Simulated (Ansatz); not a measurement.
```yaml
crystal:
  periodic: [false, false, false]
  atoms:
    - {symbol: N, position_ang: [-0.871871, 0.220777, -0.866337]}
    - {symbol: Ge, position_ang: [0.221710, -1.062323, -0.187215]}
    - {symbol: S, position_ang: [1.168178, 0.278512, 1.359173]}
    - {symbol: H, position_ang: [-0.938025, 1.179620, -0.562130]}
    - {symbol: H, position_ang: [-1.499411, 0.011984, -1.625684]}
    - {symbol: H, position_ang: [1.961618, -0.692569, 1.836093]}
basis:
  gaussian: {orbitals: x2c-TZVPPall, final_grid: {core_spheres: 1, valence_spheres: 1, degree: 1}}
hamiltonian: {xc: {name: PBE}}
output: {forces: true}
```

```sh
$ ansatz run in.yaml --threads 4 --pin off --events-out ev --progress --plain --max-ram 10444MiB
```

Shortened log:

```
Functional definition: PBE
  name "PBE"
  cite "Perdew, Burke & Ernzerhof, Phys. Rev. Lett. 77, 3865 (1996) doi:10.1103/PhysRevLett.77.3865"
  parent pbe
  parameter kappa = 0.804
  parameter beta = 0.06672455060314922
  exchange = pbe_x(kappa = kappa, mu = beta*pi^2/3)
  correlation = pbe_c(beta = beta)
1004 factors; their error is unknown
mean field evaluation 1: about -69493.0896 eV, gradient 7.8e1 eV
mean field evaluation 2: about -69428.9539 eV, gradient 1.5e2 eV
mean field evaluation 4: about -69503.6897 eV, gradient 1.7e1 eV
mean field evaluation 8: about -69504.4545 eV, gradient 1.6e-1 eV
mean field evaluation 32: about -69839.9194 eV, gradient 1.3e-4 eV
a density is far from that of the atoms, so the factors are made again for it
1414 factors; integrals over basis functions are off by at most 1.4e-4 eV
mean field -69837.66698623 eV, -2566.4869240731 hartree, gradient 4.6e-5 eV, S^2 0.000000; 0 other end points of the search recorded, 0 dependent functions left out
the calculation of the forces begins
reference -69837.66711462 eV, -2566.4869287912 hartree; 29, 29 occupied and 134, 134 virtual orbitals, 1414 factors
Total energy: -69837.66711462 eV, -2566.4869287912 hartree
Relativity: scalar
Atom 0 at    -0.871871     0.220777    -0.866337 Å, force   -26.783535   103.565825    11.249024 eV/Å
Atom 1 at     0.221710    -1.062323    -0.187215 Å, force    70.815342  -116.176912    31.112293 eV/Å
Atom 2 at     1.168178     0.278512     1.359173 Å, force   -34.870243    35.600214   -23.798144 eV/Å
Atom 3 at    -0.938025     1.179620    -0.562130 Å, force    -5.270340    11.835534    -0.884026 eV/Å
Atom 4 at    -1.499411     0.011984    -1.625684 Å, force    11.888968   -19.613117     5.266367 eV/Å
Atom 5 at     1.961618    -0.692569     1.836093 Å, force   -15.780192   -15.211544   -22.945514 eV/Å
Dipole moment:    -2.064439    -0.653866    -2.488054 e Å
```

(1) What is wrong with this run?

## Answers

(1) The integration grid is far too coarse. Self-consistency was reached. The result belongs to that input, not to the molecule as meant.
